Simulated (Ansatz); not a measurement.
`O[SiH2]N[SiH2][AlH2]` + `N[SiH3]` → `[AlH2][NH][SiH3]` + `O[SiH2]N[SiH3]`  (cleavage of the Al–Si bond)

Computed with Ansatz on PBE0-D4/def2-TZVP structures; ΔE is electronic, products minus reactants. CCSD(T)/CBS is the MP2 limit (def2-TZVPP, def2-QZVPP) plus CCSD(T) − MP2 in def2-TZVPP, frozen cores. This one scheme is used for every species. DFT in def2-TZVPP. Each species was taken in one conformer, which may not be the lowest.

| level | ΔE (kJ/mol) |
| --- | --- |
| r2SCAN | -115.4 |
| HF/def2-TZVPP | -126.1 |
| CCSD(T)/def2-TZVPP | -119.6 |
| CCSD/CBS(def2) | -118.8 |

Q: What does CCSD(T)/CBS give? (Estimate.)

A: Ansatz gave: -118.4 kJ/mol. The listed levels differ from it by 3.0, -7.7, -1.2, -0.4 kJ/mol.

Largest T1 diagnostic among the species: 0.012.

From PBE to PBE0 (25 % exact exchange), in def2-TZVPP and without D4, ΔE moves by −4.1 kJ/mol.
